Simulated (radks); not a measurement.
Results of a calculation; reference values are marked as such.
Task: Valence configurations of the tantalum ion Ta3+ (all share [Xe]). Code: a radial shooting solver on a logarithmic mesh with Libxc functionals. Model: Dirac Kohn-Sham, PBEsol, spin-unpolarised, spherical densities, point nucleus; open shells fill j = l - 1/2 first. Order these by energy: 4f13 5d1 6s2; 4f11 5d2 6p3; 4f14 5d1.5 6s0.5; 4f14 5d1 6p1; 4f12 5d2 6s2; 4f13 5d1 6p2; 4f12 5d2 6p2; 4f13 5d2 6s1; 4f14 5d2; 4f14 6p2.

Result: From the lowest, in eV above it: 4f14 5d2 0.000; 4f14 5d1.5 6s0.5 1.368; 4f14 5d1 6p1 9.335; 4f14 6p2 20.097; 4f13 5d2 6s1 29.719; 4f13 5d1 6s2 34.822; 4f13 5d1 6p2 48.609; 4f12 5d2 6s2 70.162; 4f12 5d2 6p2 84.379; 4f11 5d2 6p3 147.14. NIST lists [Xe] 4f14 5d2 as the ground configuration; this level of theory agrees among the configurations tried. The energies are those of spherical spin-averaged densities, not of single terms.
